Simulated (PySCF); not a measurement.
PySCF job for MoO2Cl, SMILES [O]=[Mo](=[O])[Cl] (connectivity only; charge and spin as stated), neutral, multiplicity 2, IEF-PCM-B3LYP/def2-SVP. Coordinates come from a r2SCAN-D4/def2-SVP optimisation. The geometry has at least one imaginary mode, so it is a saddle point at that level. The spin state was assumed, not searched. The isomer is the one that the SMILES or the coordinates give; other isomers of the formula were not compared. The def2 effective core potentials stand for the cores of Mo; spin–orbit coupling is left out.

```python
import numpy as np
from pyscf import gto, scf, dft
from pyscf.solvent import pcm

mol = gto.M(
    atom='''
    Mo    0.00000000    0.00000000    0.31806800
    O     0.00000000   -1.40269356    1.25636443
    O     0.00000000    1.40269356    1.25636443
    Cl    0.00000000    0.00000000   -1.96827570
    ''',
    basis='def2-SVP',
    ecp={'Mo': 'def2-svp'},
    charge=0,
    spin=1,
    max_memory=1600,
    verbose=3,
)
mf = dft.UKS(mol, xc='b3lyp').density_fit(auxbasis='def2-universal-jkfit')
mf.grids.level = 3
mf.conv_tol = 1e-9
mf.max_cycle = 100
mf.kernel()
fine, coarse = mf.grids, dft.Grids(mol).set(level=1).build(with_non0tab=True)
for _ in range(3):  # follow internal instabilities
    mf.grids = coarse
    mo, _, stable, _ = mf.stability(return_status=True, nroots=4)
    mf.grids = fine
    if stable:
        break
    mf.kernel(mf.make_rdm1(mo, mf.mo_occ))
res = {}
for name, eps in {'water': 78.355, 'tetrahydrofuran': 7.4257, 'chlorobenzene': 5.6968}.items():
    s = mf.PCM()
    s.with_solvent.method, s.with_solvent.eps, s.with_solvent.lebedev_order = 'IEF-PCM', eps, 29
    s.kernel(mf.make_rdm1())
    res[name] = (s.e_tot, eps, s.dip_moment(), s.mo_energy, s.converged)
    print(f'{name}: electrostatic solvation free energy {(s.e_tot - mf.e_tot) * 627.509474:.3f} kcal/mol')
```

Output:

```

WARN: HOMO -0.395959392869204 >= LUMO -0.395959392869205

converged SCF energy = -678.719503032474  <S^2> = 0.75683194  2S+1 = 2.0068203
<class 'pyscf.df.df_jk.DFUKS'> wavefunction is stable in the internal stability analysis

WARN: PCM is an experimental feature. It is still in testing.
Features and APIs may be changed in the future.

converged SCF energy = -678.727823523772  <S^2> = 0.75672068  2S+1 = 2.0067094
Dipole moment(X, Y, Z, Debye):  0.00000, -0.00001, -1.67288
water: electrostatic solvation free energy -5.221 kcal/mol

WARN: PCM is an experimental feature. It is still in testing.
Features and APIs may be changed in the future.

converged SCF energy = -678.726207131304  <S^2> = 0.75674296  2S+1 = 2.0067316
Dipole moment(X, Y, Z, Debye): -0.00000,  0.00000, -1.60791
tetrahydrofuran: electrostatic solvation free energy -4.207 kcal/mol

WARN: PCM is an experimental feature. It is still in testing.
Features and APIs may be changed in the future.

converged SCF energy = -678.725722724407  <S^2> = 0.75675057  2S+1 = 2.0067392
Dipole moment(X, Y, Z, Debye): -0.00000,  0.00000, -1.58864
chlorobenzene: electrostatic solvation free energy -3.903 kcal/mol
```

Self-consistency was reached.
